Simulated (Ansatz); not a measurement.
Ansatz results at the PBE0-D4/def2-TZVP geometry: LUMO energy (B3LYP/def2-TZVPP) -1.17 eV; LUMO energy (PBE0/def2-TZVPP) -0.91 eV; HOMO–LUMO gap (PBE/def2-TZVPP) 3.47 eV.

(1) Which molecule gave them?
A. `N[Si]1(O)[NH][GaH][S]1`
B. `[CH3][Al]1[O][CH]1[SiH3]`
C. `C1=N[SiH2]N1`
D. `[CH3][Al]1[CH2]O[SiH2]1`

Answers

(1) B. The others give `[CH3][Al]1[CH2]O[SiH2]1`: -1.75, -1.57, 3.36; `N[Si]1(O)[NH][GaH][S]1`: -1.01, -0.76, 4.08; `C1=N[SiH2]N1`: -0.40, -0.16, 4.78.

B3LYP here is the variant with VWN-RPA as its local correlation; programs differ in this.
